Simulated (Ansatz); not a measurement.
Ansatz (a first-principles code) input (B3LYP-D3(BJ)/def2-TZVP):

Ansatz 0.2 input:
```yaml
crystal:
  periodic: [false, false, false]
  atoms:
    - {symbol: Zr, position_ang: [-0.18613341, -0.18445184, -0.05817147]}
    - {symbol: O, position_ang: [-1.41743657, -1.40463115, -0.44298531]}
    - {symbol: Cl, position_ang: [-0.67951830, 2.11520443, -0.85612537]}
    - {symbol: Cl, position_ang: [1.78450824, -1.02019720, 1.20146309]}
basis:
  gaussian:
    orbitals: def2-TZVP
hamiltonian:
  xc: b3lyp
  dispersion: d3bj
total_charge: -1
magnetization: {spin_polarized: true, initial_magnetization: 1}
phonons: {temperatures: {t_min: 298.15, t_max: 298.15, t_step: 100}}
```

Output:

```
Functional definition: B3LYP
integrals: 0.07 GiB planned
1032 factors; their error is unknown
mean field: 0.87 GiB planned
mean field evaluation 1: about -28378.1746 eV, gradient 3.6e1 eV
mean field evaluation 2: about -28270.3054 eV, gradient 1.5e2 eV
mean field evaluation 4: about -28382.9928 eV, gradient 5.5e0 eV
mean field evaluation 8: about -28383.1556 eV, gradient 4.4e-2 eV
mean field evaluation 16: about -28383.2386 eV, gradient 9.6e-5 eV
mean field -28383.23863757 eV, -1043.0647810806 hartree, gradient 2.3e-5 eV, S^2 0.751982; 1 other end points of the search recorded, 0 dependent functions left out
the calculation of the forces begins
reference -28383.23890453 eV, -1043.0647908912 hartree; 28, 27 occupied and 117, 118 virtual orbitals, 1032 factors
these checks for a lower state are left out or cut short: stability, starts, cluster_reference, orbital_swaps, neighbouring_geometries, increment
integrals: 0.07 GiB planned
1032 factors; their error is unknown
mean field: 0.87 GiB planned
mean field -28383.23857301 eV, -1043.0647787081 hartree, gradient 2.4e-6 eV, S^2 0.751990; 0 other end points of the search recorded, 0 dependent functions left out
the calculation of the forces begins
reference -28383.23884000 eV, -1043.0647885196 hartree; 28, 27 occupied and 117, 118 virtual orbitals, 1032 factors
these checks for a lower state are left out or cut short: stability, starts, cluster_reference, orbital_swaps, neighbouring_geometries, increment
integrals: 0.07 GiB planned
1032 factors; their error is unknown
mean field: 0.87 GiB planned
mean field evaluation 32: about -28383.2386 eV, gradient 7.9e-2 eV
mean field -28383.23857076 eV, -1043.0647786253 hartree, gradient 2.4e-6 eV, S^2 0.751975; 0 other end points of the search recorded, 0 dependent functions left out
the calculation of the forces begins
reference -28383.23883769 eV, -1043.0647884349 hartree; 28, 27 occupied and 117, 118 virtual orbitals, 1032 factors
these checks for a lower state are left out or cut short: stability, starts, cluster_reference, orbital_swaps, neighbouring_geometries, increment
integrals: 0.07 GiB planned
1032 factors; their error is unknown
mean field: 0.87 GiB planned
mean field -28383.23856431 eV, -1043.0647783882 hartree, gradient 1.5e-6 eV, S^2 0.751975; 0 other end points of the search recorded, 0 dependent functions left out
the calculation of the forces begins
reference -28383.23883121 eV, -1043.0647881966 hartree; 28, 27 occupied and 117, 118 virtual orbitals, 1032 factors
these checks for a lower state are left out or cut short: stability, starts, cluster_reference, orbital_swaps, neighbouring_geometries, increment
integrals: 0.07 GiB planned
1032 factors; their error is unknown
mean field: 0.87 GiB planned
mean field -28383.23862322 eV, -1043.0647805533 hartree, gradient 1.5e-6 eV, S^2 0.751990; 0 other end points of the search recorded, 0 dependent functions left out
the calculation of the forces begins
reference -28383.23889024 eV, -1043.0647903661 hartree; 28, 27 occupied and 117, 118 virtual orbitals, 1032 factors
these checks for a lower state are left out or cut short: stability, starts, cluster_reference, orbital_swaps, neighbouring_geometries, increment
integrals: 0.07 GiB planned
1032 factors; their error is unknown
mean field: 0.87 GiB planned
mean field -28383.23861193 eV, -1043.0647801382 hartree, gradient 1.7e-6 eV, S^2 0.751982; 0 other end points of the search recorded, 0 dependent functions left out
the calculation of the forces begins
reference -28383.23887887 eV, -1043.0647899483 hartree; 28, 27 occupied and 117, 118 virtual orbitals, 1032 factors
these checks for a lower state are left out or cut short: stability, starts, cluster_reference, orbital_swaps, neighbouring_geometries, increment
integrals: 0.07 GiB planned
1032 factors; their error is unknown
mean field: 0.87 GiB planned
mean field -28383.23865366 eV, -1043.0647816717 hartree, gradient 1.8e-6 eV, S^2 0.751983; 0 other end points of the search recorded, 0 dependent functions left out
the calculation of the forces begins
reference -28383.23892063 eV, -1043.0647914829 hartree; 28, 27 occupied and 117, 118 virtual orbitals, 1032 factors
these checks for a lower state are left out or cut short: stability, starts, cluster_reference, orbital_swaps, neighbouring_geometries, increment
integrals: 0.07 GiB planned
1032 factors; their error is unknown
mean field: 0.87 GiB planned
mean field evaluation 64: about -28383.2387 eV, gradient 8.8e-2 eV
mean field -28383.23866490 eV, -1043.0647820847 hartree, gradient 1.4e-6 eV, S^2 0.751982; 0 other end points of the search recorded, 0 dependent functions left out
the calculation of the forces begins
reference -28383.23893190 eV, -1043.0647918969 hartree; 28, 27 occupied and 117, 118 virtual orbitals, 1032 factors
these checks for a lower state are left out or cut short: stability, starts, cluster_reference, orbital_swaps, neighbouring_geometries, increment
integrals: 0.07 GiB planned
1032 factors; their error is unknown
mean field: 0.87 GiB planned
mean field -28383.23858543 eV, -1043.0647791643 hartree, gradient 1.4e-6 eV, S^2 0.751982; 0 other end points of the search recorded, 0 dependent functions left out
the calculation of the forces begins
reference -28383.23885235 eV, -1043.0647889734 hartree; 28, 27 occupied and 117, 118 virtual orbitals, 1032 factors
Total energy: -28383.44968415 eV, -1043.0725368995 hartree
Atom 0 at    -0.186133    -0.184452    -0.058171 Å, force     0.000030     0.000030     0.000010 eV/Å
Atom 1 at    -1.417437    -1.404631    -0.442985 Å, force     0.000006     0.000005     0.000002 eV/Å
Atom 2 at    -0.679518     2.115204    -0.856125 Å, force    -0.000026    -0.000008    -0.000012 eV/Å
Atom 3 at     1.784508    -1.020197     1.201463 Å, force    -0.000010    -0.000028     0.000001 eV/Å
Dipole moment:     0.273409     0.270938     0.085447 e Å
Vibrations: 44.85 84.39 178.22 286.47 344.90 897.92 cm⁻¹, zero-point energy 0.113865 eV
```

The spin state was set by rule; other spins were not relaxed.
